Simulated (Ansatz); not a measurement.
Calculated with Ansatz (gas phase, PBE0-D4/def2-TZVP geometries, no zero-point term in ΔE). CBS: MP2 limit from def2 TZ/QZ plus the TZ coupled-cluster correction, frozen cores. This one scheme is used for every species. DFT in def2-TZVPP. B3LYP here is the variant with VWN-RPA as its local correlation; programs differ in this. def2 core potentials past Kr. For Te outer-core shells are correlated without core-valence functions, which leaves a few kJ/mol of doubt a bond.

`C[SiH2][TeH]` + PH₃ → `P[TeH]` + `C[SiH3]`  (ligand exchange at a Te–Si bond)

Q: Is it downhill or uphill in electronic energy at CCSD(T)/CBS, and by how much? (An estimate is asked.)

A: Computed: Uphill: ΔE = +0.34 eV.

Q: What do these levels give: B3LYP-D4, CAM-B3LYP-D4, ωB97X-V, CCSD(T)/def2-SVP, CCSD(T)/def2-TZVPP, MP2/CBS(def2)? (Estimate.)

A: Ansatz gave: B3LYP-D4 0.29, CAM-B3LYP-D4 0.32, ωB97X-V 0.34, CCSD(T)/def2-SVP 0.38, CCSD(T)/def2-TZVPP 0.35, MP2/CBS(def2) 0.35 eV.

Largest T1 diagnostic among the species: 0.013.

Leaving LDA and LC-ωPBE aside and taking each functional with its dispersion term where it has one, the values, not all of them listed here, spread over 0.10 eV, from BLYP-D4 to PBE-QIDH. LDA lies +0.05 eV from PBE without D4. From BLYP to BHLYP (50 % exact exchange), in def2-TZVPP and without D4, ΔE moves by +0.06 eV.
